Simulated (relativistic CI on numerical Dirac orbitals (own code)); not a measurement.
# Ho³⁺ (4f10) in a crystal field

Calculated by Dirac-Coulomb-Breit CI, separate exchange-only KLI orbitals for each configuration, model QED, valence Slater integrals scaled by 0.85, one configuration in a parametric crystal field (own radial code).

Field parameters in Wybourne normalisation; cubic f-shell fields have B⁴₄ = √(5/14) B⁴₀ and B⁶₄ = −√(7/2) B⁶₀. The field is a parameter set, without covalency.

S is read from ⟨S²⟩ = S(S + 1).

Powder χT (cm³ K mol⁻¹) by Van Vleck's formula, with temperature-independent terms:

```
                                                                                                            Field   2 K   5 K  10 K  20 K  50 K  100 K  200 K  300 K
    C2v, B20 = 790, B22 = 110, B40 = 390, B42 = 280, B44 = -370, B60 = -750, B62 = 180, B64 = -60, B66 = 570 cm⁻¹  1.79  4.37  7.28  9.51  11.5   12.8   13.5   13.7
C2v, B20 = -250, B22 = -160, B40 = -600, B42 = -540, B44 = -460, B60 = -400, B62 = 320, B64 = 600, B66 = 460 cm⁻¹  8.46  9.16  9.73  10.6  11.7   12.6   13.4   13.6
                                   D3d, B20 = 110, B40 = 160, B43 = -1090, B60 = 780, B63 = -500, B66 = -170 cm⁻¹  8.97  9.23  9.65  10.4  11.7   12.7   13.4   13.7
                                                         D3h, B20 = -120, B40 = -750, B60 = -100, B66 = -280 cm⁻¹  3.25  7.25  10.4  12.1  13.1   13.6   13.8   13.9
                                              D4h, B20 = -640, B40 = 1140, B44 = -630, B60 = -140, B64 = 920 cm⁻¹  1.37  3.43  6.43  9.43  11.5   12.5   13.3   13.6
                                                                                    Oh, B40 = 430, B60 = 860 cm⁻¹  2.23  5.39  8.41  10.1    11   11.7   12.6   13.2
```

Problem. For C2v, B20 = 790, B22 = 110, B40 = 390, B42 = 280, B44 = -370, B60 = -750, B62 = 180, B64 = -60, B66 = 570 cm⁻¹: what effective moment follows at 300 K?

Solution. μ_eff = √(8χT) = 10.47 μB. The LS value g√(J(J + 1)) of the free ion's 5I_8 level is 10.61 μB.
